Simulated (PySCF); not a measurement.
**Two-component Hartree-Fock for C+ (carbon, charge +1)**

Start: [He] 2s2 2p1; 2p1/2 filled at m_j = +1/2. Calculated with PySCF 2.14 in x2c-TZVPall-2c with one added diffuse shell each of s, p, d type (6s4p3d1f, 40 functions): generalised Hartree-Fock with the X2C-1e Hamiltonian and a Gaussian nucleus; one run each with spin-orbit coupling (SO) switched off, then screened by Boettger's factors.

| spinor shell | electrons | ε, spin-free (eV) | ε, screened SO (eV) | weight of nominal j (screened SO) | rms radius, screened SO (bohr) |
| --- | --- | --- | --- | --- | --- |
| 1s1/2 | 2 | -323.86 | -323.86 | 1.000 | 0.311 |
| 2s1/2 | 2 | -31.480 | -31.479 | 0.998 | 1.61 |
| 2p1/2 | 1 | -24.923 | -24.928 | 0.900 | 1.64 |

| quantity | spin-free | screened SO |
| --- | --- | --- |
| E (hartree) | -37.31179 | -37.31199 |
| M_J | 1/2 | 1/2 |
| ⟨J²⟩ | 1.080 | 1.058 |
| ⟨L²⟩ | 2.024 | 2.024 |
| ⟨S²⟩ | 0.758 | 0.758 |

The determinant has a definite M_J but mixes levels of different J.

Each row is a mean over spinors that exchange with the open shell spreads, by up to 1.108 eV (2s1/2).

Without spin-orbit coupling the j labels of p, d and f shells carry no meaning; the spin-free column gives the mean over the occupied spinors of each nl shell, and its ⟨J²⟩ belongs to a mixture of degenerate components.
